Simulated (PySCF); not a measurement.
# Two-component Hartree-Fock for Cd²⁺ (cadmium, charge +2)

Start: [Kr] 4d10. Calculated with PySCF 2.14 in x2c-SVPall-2c with one added diffuse shell each of s, p, d type (7s10p7d1f, 79 functions): generalised Hartree-Fock with the X2C-1e Hamiltonian and a Gaussian nucleus; one run each with spin-orbit coupling (SO) switched off, then screened by Boettger's factors. This is a chosen level, not necessarily the ground level.

```csv
spinor shell,electrons,"ε, spin-free (eV)","ε, screened SO (eV)",weight of nominal j (screened SO),"rms radius, screened SO (bohr)"
1s1/2,2,-26859.4,-26857.4,1.000,0.0349
2s1/2,2,-4090.0,-4089.4,1.000,0.142
2p1/2,2,-3665.7,-3799.2,1.000,0.124
2p3/2,4,-3665.7,-3604.2,1.000,0.128
3s1/2,2,-815.09,-814.95,1.000,0.381
3p1/2,2,-672.21,-696.83,1.000,0.376
3p3/2,4,-672.21,-660.82,1.000,0.387
3d3/2,4,-449.02,-453.25,1.000,0.362
4s1/2,2,-147.40,-147.38,1.000,0.942
4p1/2,2,-103.29,-107.52,1.000,1.01
4p3/2,4,-103.29,-101.35,1.000,1.04
4d3/2,4,-38.088,-38.581,1.000,1.35
4d5/2,6,-38.088,-37.759,1.000,1.36
```

Problem. Where does 3d5/2 lie, and what is the 3d spin-orbit splitting (screened SO)?

Solution. At -446.08 eV, 7.164 eV above 3d3/2.

```csv
quantity,spin-free,screened SO
E (hartree),-5589.42136,-5590.51404
M_J,0,0
⟨J²⟩,0.000,0.000
⟨L²⟩,0.000,0.015
⟨S²⟩,0.000,0.015
```

Breit and QED terms are absent; they matter most for the inner s and p1/2 levels.

Densities and radii are taken from the X2C orbitals without a picture-change correction, which distorts them close to the nucleus.

Without spin-orbit coupling the j labels of p, d and f shells carry no meaning; the spin-free column gives the mean over the occupied spinors of each nl shell.
